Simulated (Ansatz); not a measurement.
**CCSD(T) forces**

SiH₄SeO (SMILES O[Se][SiH3]), closed shell, displaced at random from a GFN2-xTB minimum.

O1  (-1.587, -0.873, -0.244)
Se2  (-0.166, -1.246, 0.748)
Si3  (0.892, 0.671, -0.030)
H4  (-2.353, -1.621, -0.089)
H5  (0.931, 0.554, -1.532)
H6  (0.148, 1.950, 0.451)
H7  (2.164, 0.582, 0.567)
(Å)

Ansatz 0.2.0; basis: def2-TZVPP; cores frozen in the correlated methods. Filled d shells of the heavier atoms are correlated. The def2 sets are not built for correlating such inner shells, so the correlated values are less sure here.

CCSD(T) forces from the calculation:
| atom | Fx | Fy | Fz (eV/Å) |
| --- | --- | --- | --- |
| O1 | -4.429 | -2.386 | -0.543 |
| Se2 | 1.442 | 0.098 | 0.756 |
| Si3 | -2.108 | 0.284 | -0.380 |
| H4 | 3.083 | 2.761 | -0.421 |
| H5 | 0.016 | 0.222 | 0.536 |
| H6 | 0.574 | -0.989 | -0.488 |
| H7 | 1.420 | 0.010 | 0.540 |

Q: Which atom feels the largest CCSD(T) force, and how large is it?

A: O1, 5.06 eV/Å, along (-0.88, -0.47, -0.11).

Root-mean-square difference of the force components from those of CCSD(T): PBE0-D4 0.110; wB97M-V 0.081; r2SCAN-D4 0.046; PBE-D4 0.203; LC-wPBE 0.212; CAM-B3LYP-D4 0.103 eV/Å.

No T1 diagnostic of these runs exceeds 0.012. These are differences at one structure, and CCSD(T) in triple zeta is itself an approximation.

For scale, one of the runs: CCSD(T)/def2-TZVPP forces, 177 basis functions (an equivalent command: `ansatz run in.yaml --threads 4`). Time: 3.7 min of wall clock on 4 CPU threads; the host was shared. Peak host memory: 3 GiB.
